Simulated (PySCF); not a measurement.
Molecule: `C1[C@@H](F)[C@H]1O[SiH3]`, C$_{3}$H$_{7}$FOSi.

Molfile (atoms numbered from 1):
```
C3H7FOSi
     RDKit          3D

 13 13  0  0  0  0  0  0  0  0999 V2000
    0.1275    1.6248    0.5232 F   0  0  0  0  0  0  0  0  0  0  0  0
   -0.7577    1.0712   -0.3488 C   0  0  2  0  0  0  0  0  0  0  0  0
   -1.8023    0.1694    0.2154 C   0  0  0  0  0  0  0  0  0  0  0  0
   -0.6391   -0.4100   -0.5431 C   0  0  2  0  0  0  0  0  0  0  0  0
    0.3098   -1.1035    0.1715 O   0  0  0  0  0  0  0  0  0  0  0  0
    1.9237   -0.6896    0.3697 Si  0  0  0  0  0  4  0  0  0  0  0  0
   -0.9735    1.7344   -1.1925 H   0  0  0  0  0  0  0  0  0  0  0  0
   -1.7577    0.0252    1.2982 H   0  0  0  0  0  0  0  0  0  0  0  0
   -2.8025    0.1632   -0.2249 H   0  0  0  0  0  0  0  0  0  0  0  0
   -0.8267   -0.8057   -1.5497 H   0  0  0  0  0  0  0  0  0  0  0  0
    2.1668   -0.0328    1.6847 H   0  0  0  0  0  0  0  0  0  0  0  0
    2.3754    0.1973   -0.7445 H   0  0  0  0  0  0  0  0  0  0  0  0
    2.6809   -1.9729    0.3292 H   0  0  0  0  0  0  0  0  0  0  0  0
  1  2  1  0
  2  3  1  0
  3  4  1  0
  4  5  1  0
  5  6  1  0
  4  2  1  0
  2  7  1  6
  3  8  1  0
  3  9  1  0
  4 10  1  6
  6 11  1  0
  6 12  1  0
  6 13  1  0
M  END
```

Geometry PBE0-D3(BJ)/def2-SVP throughout; GIAO in PySCF 2.14.0 with density-fitted response routines, gas phase, one conformer, non-relativistic; equivalent atoms averaged; functional PBE0.

Problem. How do the shifts δ (against CFCl3, TMS, H2O at the same level) depend on the basis set? (a selection of nuclei; ppm; last column core-seconds on 1 thread of an Arm Neoverse N1, shared host)

Solution. 
| basis set | functions | F1 | C2 | C4 | C3 | O5 | Si6 | H11/H12/H13 | H10 | H9 | core-s |
| --- | --- | --- | --- | --- | --- | --- | --- | --- | --- | --- | --- |
| STO-3G | 41 | -153.1 | 51.2 | 43.4 | 16.0 | -96.2 | -40.0 | 2.41 | 1.47 | 0.68 | 6.1 |
| 6-31G | 72 | -262.3 | 68.5 | 50.1 | 18.0 | -30.9 | 6.1 | 5.05 | 3.44 | 1.25 | 12 |
| pcSseg-0 | 72 | -282.8 | 74.4 | 54.0 | 18.7 | -33.5 | -47.5 | 5.20 | 3.26 | 1.46 | 11 |
| 6-31G* | 102 | -240.2 | 67.5 | 48.9 | 15.4 | -9.2 | 0.7 | 5.10 | 3.35 | 0.79 | 17 |
| cc-pVDZ | 123 | -232.0 | 68.1 | 49.8 | 15.9 | 6.0 | -22.6 | 4.79 | 3.15 | 0.67 | 21 |
| def2-SVP | 123 | -222.5 | 67.8 | 48.0 | 14.0 | 5.5 | -33.1 | 4.79 | 3.03 | 0.66 | 19 |
| pcSseg-1 | 144 | -250.2 | 71.5 | 51.5 | 15.7 | 1.3 | -26.2 | 4.81 | 3.28 | 0.87 | 21 |
| aug-cc-pVDZ | 205 | -230.5 | 69.2 | 49.7 | 15.2 | 2.2 | -20.8 | 5.12 | 3.34 | 0.75 | 48 |
| 6-311+G(2d,p) | 212 | -244.8 | 72.0 | 51.2 | 15.3 | 2.9 | -27.5 | 5.20 | 3.30 | 0.69 | 46 |
| def2-TZVP | 234 | -243.9 | 72.6 | 51.6 | 14.8 | 10.0 | -29.4 | 5.20 | 3.30 | 0.73 | 55 |
| cc-pVTZ | 282 | -241.9 | 71.7 | 51.2 | 15.0 | 7.2 | -22.9 | 4.96 | 3.27 | 0.74 | 75 |
| IGLO-III | 289 | -245.3 | 74.3 | 52.7 | 15.6 | 5.3 | -31.0 | 5.12 | 3.31 | 0.70 | 75 |
| pcSseg-2 | 321 | -244.3 | 74.9 | 53.4 | 15.9 | 5.4 | -28.9 | 4.98 | 3.30 | 0.74 | 100 |

Problem. Which nucleus among those listed moves most, in ppm?

Solution. F1 (fluorine on an sp3 carbon): from -282.8 ppm with pcSseg-0 to -153.1 ppm with STO-3G. The smallest spread is 0.80 ppm, at H9. Proton shifts span only some 12 ppm, so a few tenths of a ppm matter as much there as several ppm in carbon.

Problem. Taking the largest basis, pcSseg-2 (321 functions), as the yardstick, rank the others by their worst heavy-atom deviation.

Solution. IGLO-III 2.1 ppm (289 functions), 6-311+G(2d,p) 2.9 ppm (212 functions), def2-TZVP 4.7 ppm (234 functions), cc-pVTZ 5.9 ppm (282 functions), pcSseg-1 6.0 ppm (144 functions), cc-pVDZ 12.2 ppm (123 functions), aug-cc-pVDZ 13.7 ppm (205 functions), def2-SVP 21.7 ppm (123 functions), 6-31G* 29.6 ppm (102 functions), 6-31G 36.2 ppm (72 functions), pcSseg-0 38.8 ppm (72 functions), STO-3G 101.6 ppm (41 functions).

A small basis that lands close on one nucleus may do so by chance; judge by the trend and by all nuclei.
